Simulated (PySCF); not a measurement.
Bonds (- single, = double, # triple, : aromatic): C1=C2 1.332 Å, C2-O3 1.378 Å, O3-C4 1.359 Å, C4-F5 1.333 Å, C4-F6 1.355 Å, C2-C7 1.489 Å, C7=O8 1.198 Å, C7-C9 1.543 Å, C9-F10 1.344 Å, C9-F11 1.354 Å. C1 carries H12, H13; C4 carries H14; C9 carries H15. H13 is cis to O3; H12 is trans to O3.

[PySCF 2.14.0 with density-fitted response routines: σ from GIAO-PBE0/pcSseg-1; coordinates at the GFN2-xTB level; non-relativistic; gas phase; one conformer; one averaged value for each set of equivalent atoms]

References, each an isolated molecule treated in the same way: TMS for $^{13}$C (σ = 186.93 ppm) and $^{1}$H (σ = 31.72 ppm); $^{17}$O (σ = 336.08 ppm) against H2O; $^{19}$F (σ = 170.95 ppm) vs CFCl3.

```json
{"atoms": "F5/F6", "nucleus": "$^{19}$F", "count": "2", "δ (ppm)": "-99.6"}
{"atoms": "H14", "nucleus": "$^{1}$H", "count": "1", "δ (ppm)": "?"}
{"atoms": "C7", "nucleus": "$^{13}$C", "count": "1", "δ (ppm)": "189.4"}
{"atoms": "C2", "nucleus": "$^{13}$C", "count": "1", "δ (ppm)": "158.7"}
{"atoms": "F10/F11", "nucleus": "$^{19}$F", "count": "2", "δ (ppm)": "-154.8"}
{"atoms": "H15", "nucleus": "$^{1}$H", "count": "1", "δ (ppm)": "6.63"}
{"atoms": "C4", "nucleus": "$^{13}$C", "count": "1", "δ (ppm)": "?"}
{"atoms": "H13", "nucleus": "$^{1}$H", "count": "1", "δ (ppm)": "5.36"}
{"atoms": "C1", "nucleus": "$^{13}$C", "count": "1", "δ (ppm)": "?"}
{"atoms": "O3", "nucleus": "$^{17}$O", "count": "1", "δ (ppm)": "177.5"}
{"atoms": "H12", "nucleus": "$^{1}$H", "count": "1", "δ (ppm)": "6.28"}
{"atoms": "C9", "nucleus": "$^{13}$C", "count": "1", "δ (ppm)": "117.1"}
{"atoms": "O8", "nucleus": "$^{17}$O", "count": "1", "δ (ppm)": "?"}
```

**Question.** Complete the table.

**Answer.** 
- C4: 122.3 ppm, sp3 CH bonded to 2 F and O; 3 electronegative neighbours deshield it
- C1: 111.0 ppm, β carbon of a C=C–C=O unit
- H14: 6.64 ppm, hydrogen on an sp3 CH bonded to 2 F and O; its carbon carries F and O, hence the downfield position
- O8: 643.7 ppm, ketone oxygen

Shifts are as computed. Against solution values, carbons near 30 ppm lie about +3 ppm off and those near 130 ppm about +5 ppm. Of 1309 compounds with measured shifts, 239 miss one by over three times the rms of a fit or turn the order of signals round; such compounds aren't used in these exercises. Unscaled 19F shifts against computed CFCl3 carry errors that often reach 10 to 50 ppm. Unscaled 17O shifts of doubly bonded oxygen tend to come out too high, by tens of ppm or more. Experimental scales use liquid or dissolved standards, which lie at an offset from isolated H2O (liquid H2O: subtract about 36 ppm).
